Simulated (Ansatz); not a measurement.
CH3AlCl, SMILES `[CH3][Al-][Cl]` (lower singlet) (charge -1, multiplicity 1). This singlet lies 1.34 eV below the relaxed triplet at the level frozen-core CCSD(T)/aug-cc-pVTZ // PBE0-D3(BJ)/def2-TZVPD (Ansatz, an electronic-structure program).

Cartesian coordinates (Å):
SMILES: [CH3][Al-][Cl]
```xyz
6

C     -0.6512    -0.0130    -0.0246
Al     1.0158    -1.1433    -0.3284
Cl     2.5291     0.4972     0.2370
H     -0.6320     0.8762    -0.6712
H     -1.5780    -0.5652    -0.2263
H     -0.6838     0.3482     1.0136
```
Charge -1, spin multiplicity 1.

The restricted HF start is unstable towards unrestricted orbitals.

Question: Give the natural occupations of the active orbitals, the CASSCF energy and the corrected energy for frozen-core fic-MRCISD+Q@CASSCF(2e,2o)/aug-cc-pVTZ // PBE0-D3(BJ)/def2-TZVPD (Ansatz).

Answer: 
| Quantity | Result |
|---|---|
| natural occupations | 1.89, 0.11 |
| CASSCF energy | -741.1665 Ha |
| corrected energy | -741.6528 Ha |
| weight of the reference | 0.870 |
